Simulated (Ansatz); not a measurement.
`N/C(O)=N\[SiH3]`, relaxed with RKS PBE0-D4/def2-TZVP in the Gaussian-basis code of Ansatz from a PBE-D4/def2-SVP geometry. The force threshold is 0.005 eV/Å; the program also tests the step.

The species carries charge 0 and has multiplicity 1.

Start:

```xyz
11

N     0.758   -1.372    0.489
C     0.327   -0.152    0.937
O     0.606   -0.001    2.260
N    -0.241    0.795    0.277
Si   -0.692    0.874   -1.390
H     0.460   -1.677   -0.436
H     1.022   -2.084    1.168
H     0.286    0.903    2.464
H    -0.689   -0.486   -2.083
H    -2.083    1.434   -1.521
H     0.247    1.764   -2.165
```

How much energy does the relaxation release, and in how many steps? (Best estimate.)

Ansatz gave: 1.41 kcal/mol, in 10 steps.

Which bonds change most? (An estimate is asked.)

Computed: N4–Si5 from 1.729 to 1.705 Å; Si5–H9 from 1.526 to 1.503 Å; Si5–H11 from 1.509 to 1.487 Å; Si5–H10 from 1.505 to 1.485 Å.

Give the relaxed structure. (Best estimate.)

The calculation gave: 
```xyz
11

N     0.719   -1.363    0.482
C     0.324   -0.142    0.917
O     0.610    0.002    2.226
N    -0.215    0.800    0.262
Si   -0.673    0.864   -1.379
H     0.414   -1.664   -0.425
H     0.963   -2.062    1.160
H     0.324    0.897    2.450
H    -0.601   -0.470   -2.067
H    -2.074    1.345   -1.494
H     0.209    1.794   -2.134
```
